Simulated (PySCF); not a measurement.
C3H9FSi, SMILES [Si](C)(C)(C)F.

Geometry optimised at B3LYP-D3(BJ)/def2-SVP.

Calculation: M06-2X/def2-TZVP in PySCF.

Symmetry labels are those of the subgroup Cs that the program uses (full group C3v).

Computed valence orbital energies around the gap with their symmetry:
```csv
orbital,symmetry,energy (eV)
HOMO−7,A",-12.95
HOMO−6,A',-12.95
HOMO−5,A',-12.48
HOMO−4,A',-12.39
HOMO−3,A",-12.39
HOMO−2,A",-12.26
HOMO−1,A",-9.85
HOMO,A',-9.85
LUMO,A',1.43
LUMO+1,A',2.44
LUMO+2,A",2.54
LUMO+3,A',2.54
```
